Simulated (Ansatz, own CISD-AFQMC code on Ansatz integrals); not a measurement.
C2H4O, SMILES `C[C]O` (C–C–O–H torsion 180°) (charge 0, multiplicity 1).

Z-matrix (Å, degrees):
```
C
H 1 1.0948
H 1 1.0948 2 104.98
H 1 1.0957 2 110.47 3 -119.09
C 1 1.4894 2 107.47 3 114.19
O 5 1.3176 1 107.96 2 123.80
H 6 0.9680 5 108.34 1 179.99
```
Charge 0, multiplicity 1.

Frozen-core correlation energies in cc-pVDZ at a geometry from B3LYP-D3(BJ)/def2-TZVP, on an HF energy of -152.85196 Ha (<S^2> = 0.00, restricted and unstable towards unrestricted orbitals). Wave-function levels are from Ansatz, the walk from an own CISD-AFQMC code on Ansatz integrals (time step 0.005/Ha, trial state from CCSD amplitudes, largest double 0.07).

```csv
level,correlation energy (mHa)
MP2,-444.8
CCSD,-479.9
CCSD(T),-493.7
```

**Question.** What correlation energy does phaseless AFQMC give, and where does it lie among these levels?

**Answer.** -495.2 ± 0.3 mHa (one standard error). AFQMC minus each level: MP2 -50.4 mHa, CCSD -15.3 mHa, CCSD(T) -1.5 mHa.
